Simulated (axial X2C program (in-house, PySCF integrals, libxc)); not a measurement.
## AsC at several levels of theory

Calculated with an axial X2C code built on PySCF integrals. Spin-free means the one-electron spin-free X2C Hamiltonian; two-component (2c) means X2C with spin–orbit coupling and atomic mean-field two-electron Coulomb and Gaunt terms, so the difference of the two also holds small scalar two-electron terms. Basis: As dyall-cv3z [9s9p6d4f1g], C dyall-v3z [7s6p2d1f] (cores contracted in-house); Gaussian nuclei, density fitting, unrestricted open shells. Masses: As 74.922 u, C 12.000 u.

State, spin-free: M_S = 1/2, Λ = 0 (beyond evenly filled blocks: σα); electrons by block: σα: 10, σβ: 9, π+α: 4, π+β: 4, π-α: 4, π-β: 4, δ+α: 1, δ+β: 1, δ-α: 1, δ-β: 1. Fragments: As + C.

State, 2c: Ω = 1/2 (⟨Sz⟩ = 0.50, ⟨Lz⟩ = 0.00 at PBE0); electrons by block: 1/2: 14, -1/2: 13, 3/2: 5, -3/2: 5, 5/2: 1, -5/2: 1. Fragments: As + C.

| Hamiltonian | level | Re (Å) | ωe (cm⁻¹) | ωexe (cm⁻¹) | αe (cm⁻¹) | De (eV) | D0 (eV) | μ (D) |
| --- | --- | --- | --- | --- | --- | --- | --- | --- |
| spin-free | CCSD | 1.669 | 1048.7 | 6.89 | 0.00437 | 3.67 | 3.61 | n/a |
| spin-free | CCSD(T) | 1.671 | 1065.3 | 6.08 | 0.00389 | 3.98 | 3.91 | n/a |
| 2c | PBE0 | 1.661 | 1065.0 | 8.2 | 0.00441 | 4.34 | 4.28 | -1.42 |
| 2c | HF | 1.748 | 808.9 | 4.46 | 0.00444 | 1.98 | 1.93 | -0.57 |
| 2c | TPSS | 1.674 | 1033.6 | 5.28 | 0.00393 | 4.63 | 4.56 | -1.44 |

Spin-free values that have a 2c row agree with it to the digits that matter (0.001 Å, 0.01 eV) and are not repeated.

Correlated methods: 9 electrons correlated (number of frozen shells: As 3 s, 2 p, 1 d; C 1 s), 207 virtual spin orbitals or spinors in MP2, 89 natural virtuals in coupled cluster.

Dipoles are positive if C is the positive end.

The state is one determinant whose occupation by symmetry is held fixed; it was picked as the lowest of a PBE0 search that is not exhaustive. Dissociation energies refer to the lowest single-determinant-based atoms at the same level and basis. Density functionals use the spin component along the axis (collinear). Coupled cluster ran in a truncated set of natural virtual spinors; the MP2 energy of the rest was added. (T) has no such correction and the atoms are truncated less, which lowers De at CCSD(T) by a hundredth of an eV or more. The 2c atoms are single determinants rather than J levels; their spin–orbit lowering is only partly caught, and De is too large by that part. This holds for PBE0, TPSS. The functionals have no current-density term, which raises determinants with orbital currents, atoms included. The determinant is spin-polarised beyond a pure state at some levels (its spin-free form has ⟨S²⟩ too high), which makes Re and μ there less reliable. The T1 diagnostic is large, a sign of multireference character.

No reliable constants came from CCSD (2c), CCSD(T) (2c), MP2 (2c), MP2 (spin-free): no minimum in range, unconverged points, a curve that is not smooth, a change of character along it, or the two Hamiltonians disagreeing along it.

Rough cost a point (2c) on 1 thread(s) of a shared host, integrals apart: PBE0 0.5 s, HF 0.3 s, TPSS 0.6 s.

The whole task took 2.2 min on 1 thread of Intel(R) Xeon(R) Processor @ 2.30GHz, on a shared host.
